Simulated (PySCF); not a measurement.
C₂H₁₂OSi₃, SMILES CCO[SiH2][SiH2][SiH3].

Geometry optimised at r2SCAN-D4/def2-SVP. This is a generated structure with no PubChem entry under its InChIKey; it may be hypothetical. The values are those of a single conformer.

These are PBE/def2-TZVP (PySCF) values and carry that method's errors.

The molecule is in vacuum.

Computed frontier levels, gap, dipole moment:
```
Quantity                                                                                                        Value
---------------------------------------------------------------------------------------------  ----------------------
highest occupied level                                                                                       -6.28 eV
lowest empty level                                                                                           -1.31 eV
orbital gap                                                                                                   4.97 eV
dipole moment                                                                                                  0.99 D
quadrupole, principal values (traceless, Buckingham form, about the centre of nuclear charge)  -3.80, -1.23, 5.03 D·Å
```
